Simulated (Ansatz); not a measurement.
Start from `CCC(=O)C(C)C` and change one atom or group to get `CC(C)C(=O)C(C)(C)C`.

Ansatz, PBE0-D4/def2-TZVP geometries, multiplicity 1. Each molecule was computed in one conformer, which needn't be the lowest.

```tsv
property	`CCC(=O)C(C)C`
HOMO–LUMO gap (PBE0/def2-TZVPP) / eV	6.76
HOMO–LUMO gap (B3LYP/def2-TZVPP) / eV	6.26
LUMO energy (PBE/def2-TZVPP) / eV	-1.44
size of the dipole moment (B3LYP/def2-TZVPP) / D	2.76
HOMO–LUMO gap (PBE/def2-TZVPP) / eV	4.04
HOMO energy (ωB97M-V/def2-TZVPP) / eV	-9.44
```

Question: What does the change do to each property? (Estimate.)

Answer: The calculation gave: 
| property | `CC(C)C(=O)C(C)(C)C` | shift |
| --- | --- | --- |
| HOMO–LUMO gap (PBE0/def2-TZVPP) / eV | 6.60 | -0.16 |
| HOMO–LUMO gap (B3LYP/def2-TZVPP) / eV | 6.12 | -0.14 |
| LUMO energy (PBE/def2-TZVPP) / eV | -1.48 | -0.04 |
| size of the dipole moment (B3LYP/def2-TZVPP) / D | 2.64 | -0.12 |
| HOMO–LUMO gap (PBE/def2-TZVPP) / eV | 3.91 | -0.13 |
| HOMO energy (ωB97M-V/def2-TZVPP) / eV | -9.28 | 0.16 |

Dipoles are sizes alone; their direction can turn.

B3LYP here is the variant with VWN-RPA as its local correlation; programs differ in this.

Positive LUMOs are unbound, so they and the gaps depend on the basis.
